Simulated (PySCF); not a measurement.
## How methods differ on the ionisation energy of Zr

Zr [Kr] 4d2 5s2 (3F) → Zr⁺ [Kr] 4d2 5s1 (4F), as a difference of total energies. Calculation: PySCF 2.14, in x2c-QZVPPall; the spin-free X2C one-electron Hamiltonian (Gaussian nucleus). Correlated levels: valence: [Kr] frozen. The calculations carry no spin-orbit coupling.

```json
{"method": "UHF", "ionisation energy (eV)": "5.185"}
{"method": "MP2 (valence)", "ionisation energy (eV)": "6.115"}
{"method": "SCS-MP2 (valence)", "ionisation energy (eV)": "6.310"}
{"method": "CCSD (valence)", "ionisation energy (eV)": "6.337"}
{"method": "CCSD(T) (valence)", "ionisation energy (eV)": "6.420"}
```

Errors of the correlated levels include the incompleteness of this basis and the frozen core.

The coupled-cluster amplitudes are large for Zr (T1 above 0.03 or a double amplitude above 0.15), so a single reference is strained.

**Question.** Which method comes closest to the reference value, and which is furthest?

**Answer.** The reference is 6.639 eV (measured; NIST levels, between the centres of gravity of the two terms). Closest: CCSD(T) (valence) (error -0.219 eV); furthest: UHF (error -1.454 eV).
